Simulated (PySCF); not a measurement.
A structure optimised at PBE-D3(BJ)/def2-SVP, used in a PySCF frequency run:

```xyz
9

Si     0.0627     0.1580     0.4367
F      0.0389     1.7655     0.1649
Cl     1.8546    -0.5943    -0.2175
O     -1.1153    -0.5876    -0.4504
C     -2.5078    -0.3771    -0.2587
H     -0.1034    -0.0433     1.9043
H     -2.8153     0.6390    -0.5894
H     -2.8098    -0.5066     0.8057
H     -3.0578    -1.1236    -0.8653
```
Charge 0, spin multiplicity 1.

**Question.** Write its SMILES and formula.

**Answer.** CO[SiH](F)Cl, CH4ClFOSi

**Question.** What are its rotational constants (standard atomic weights)?

**Answer.** 5.1817, 1.9812, 1.5405 GHz
